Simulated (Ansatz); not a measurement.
`C#[C][GeH2][Cl]` + `O[SiH3]` → `C#CO[SiH3]` + `[Cl][GeH3]`  (substitution at a C–Ge bond)

Program: Ansatz. Geometries: PBE0-D4/def2-TZVP. ΔE: electronic, gas phase. CCSD(T)/CBS is the MP2 limit (def2-TZVPP, def2-QZVPP) plus CCSD(T) − MP2 in def2-TZVPP, frozen cores. DFT in def2-TZVPP. For Ge outer-core shells are correlated without core-valence functions, which leaves a few kJ/mol of doubt a bond. Scalar relativity is left out up to krypton.

`C#[C][GeH2][Cl]`:

```xyz
7

C    -1.053    0.674   -1.609
C    -0.419    0.232   -0.685
Ge    0.582   -0.482    0.751
Cl    0.515    0.932    2.370
H    -1.615    1.069   -2.424
H    -0.057   -1.779    1.250
H     2.047   -0.646    0.347
```

`O[SiH3]`:

Cartesian coordinates in Å:
```
O -0.826 0.668 -0.717
Si 0.126 -0.174 0.332
H -0.506 0.792 -1.611
H 0.371 -1.564 -0.143
H -0.612 -0.204 1.615
H 1.448 0.483 0.523
```

`C#CO[SiH3]`:

```xyz
8

C    -0.053   -0.872    2.110
C     0.311   -0.199    1.187
O     0.719    0.536    0.207
Si   -0.015    0.499   -1.306
H    -0.368   -1.465    2.933
H     0.757    1.471   -2.105
H    -1.434    0.902   -1.166
H     0.083   -0.872   -1.859
```

`[Cl][GeH3]`:

```xyz
5

Cl   -0.294   -1.287   -1.495
Ge    0.024    0.104    0.120
H    -1.264    0.134    0.949
H     0.324    1.467   -0.510
H     1.211   -0.418    0.936
```

Question: Is it downhill or uphill in electronic energy at CCSD(T)/CBS, and by how much? (Best estimate.)

Answer: The calculation gave: Uphill: ΔE = +114.4 kJ/mol.

Question: What do these levels give: PBE-D4, BHLYP-D4, ωB97M-V, r2SCAN, CAM-B3LYP, LC-ωPBE, HF/def2-SVP, CCSD/def2-SVP, CCSD(T)/def2-TZVPP, SCS-MP2/def2-QZVPP, HF/CBS(def2), MP2/CBS(def2)? (Best estimate.)

Answer: Computed: PBE-D4 89.4, BHLYP-D4 98.6, ωB97M-V 102.0, r2SCAN 97.3, CAM-B3LYP 92.9, LC-ωPBE 94.4, HF/def2-SVP 85.2, CCSD/def2-SVP 89.0, CCSD(T)/def2-TZVPP 114.8, SCS-MP2/def2-QZVPP 117.9, HF/CBS(def2) 100.2, MP2/CBS(def2) 120.9 kJ/mol.

Question: What do rigid-rotor, harmonic-oscillator terms from PBE0-D4/def2-TZVP frequencies (298.15 K, 1 bar) make of the CCSD(T)/CBS value? (An estimate is asked.)

Answer: Computed: ΔZPE = -5.2 kJ/mol, ΔH = +108.2 kJ/mol, ΔS = -12 J/(mol·K), ΔG = +111.8 kJ/mol.

Largest T1 diagnostic among the species: 0.013.

At CCSD(T), def2-SVP lies −25.7 kJ/mol from the extrapolated value and def2-TZVPP +0.3 kJ/mol. In def2-TZVPP, CCSD(T) changes the Hartree–Fock value by +13.0 kJ/mol (the triples alone add +1.1 kJ/mol) and MP2 by +19.5 kJ/mol. Leaving LDA and LC-ωPBE aside and taking each functional with its dispersion term where it has one, the values, not all of them listed here, spread over 16.4 kJ/mol, from PBE-D4 to PBE-QIDH. LDA lies −12.4 kJ/mol from PBE without D4.
